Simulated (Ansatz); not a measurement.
```xyz
11

C    -0.191   -1.584   -0.351
C     0.025   -0.389    0.520
N     0.158   -0.543    1.769
Sn    0.095    1.566   -0.445
H    -1.136   -1.493   -0.897
H    -0.206   -2.494    0.252
H     0.601   -1.657   -1.103
H     0.300    0.337    2.263
H    -1.371    1.912   -1.251
H     1.373    1.653   -1.575
H     0.351    2.692    0.817
```

Charge 0, multiplicity 1. Sn takes the def2 core potential.

(1) List the PBE/def2-TZVPP orbital energies in eV (the Gaussian-basis code of Ansatz). (Estimate.)

Answers

(1) The calculation gave: Occupied: -380.35, -270.44, -269.06, -133.08, -89.01, -89.00, -88.99, -25.50, -25.48, -25.48, -25.37, -25.37, -22.63, -18.28, -13.86, -13.19, -11.01, -10.62, -9.87, -8.91, -8.17, -7.92, -7.66, -5.63. Lowest empty: -1.60, -0.67, -0.33, 0.08, 0.40, 1.12, 1.45, 1.91.
